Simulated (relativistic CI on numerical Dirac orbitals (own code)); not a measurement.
**What each ingredient does to the levels of Zn24+**

Base calculation: Dirac-Coulomb-Breit CI, KLI orbitals optimised for each configuration, model QED, unscaled Slater integrals.

Configurations in the expansion (outside the closed core 1s2): 2s²2p², 2s2p³, 2p⁴, 2p³3s, 2p³3p, 2p³3d, 2s²2p3s, 2s²2p3p, 2s²2p3d, 2s2p²3s, 2s2p²3p, 2s2p²3d, 2s²2p4s, 2s²2p4p, 2s²2p4d, 2s²2p4f. Levels of other configurations are missing.

The lowest level and the first level of each name with at least 55 % of one term (blank where a level has no safe partner in the second run):

```csv
Level,Base (eV),Shift (eV)
2s²2p² ³P0,0.00,0.00
2s²2p² ³P1,19.51,-19.51
2s²2p² ³P2,27.12,-27.12
2s²2p² ¹D2,53.36,-37.81
2s²2p² ¹S0,72.28,-40.26
2s2p³ ⁵S°2,86.37,-43.71
2s2p³ ³D°1,127.66,-39.47
2s2p³ ³D°2,129.56,-41.36
2s2p³ ³D°3,137.03,-48.83
2s2p³ ³P°0,153.90,-49.97
2s2p³ ³P°1,156.46,-52.53
2s2p³ ³S°1,178.39,-45.43
2s2p³ ¹D°2,189.09,-55.76
2s2p³ ¹P°1,211.78,-62.70
2p⁴ ³P2,262.94,-57.07
2p⁴ ³P0,280.00,-74.14
2p⁴ ³P1,285.95,-80.08
2p⁴ ¹D2,297.17,-76.18
2p⁴ ¹S0,337.13,-85.45
2s²2p3s ³P°0,1325.49,-11.11
2s²2p3s ³P°1,1326.92,-12.54
2s²2p3p ³D1,1352.26,
```

At this charge energies of transitions that change n are usually good to better than 1 %, and those within a shell (Δn = 0) to a few per cent.

One thing was changed in a second run, which moved the levels as shown. Which?
A. non-relativistic limit
B. Breit term removed
C. configuration mixing switched off
D. QED terms removed

A. Non-relativistic limit. Without relativity the fine structure collapses and s electrons lose their extra binding.

LS names give the leading component of a level, which can be under half, so a name can repeat, a term be missing and a line seem to break the LS rules.
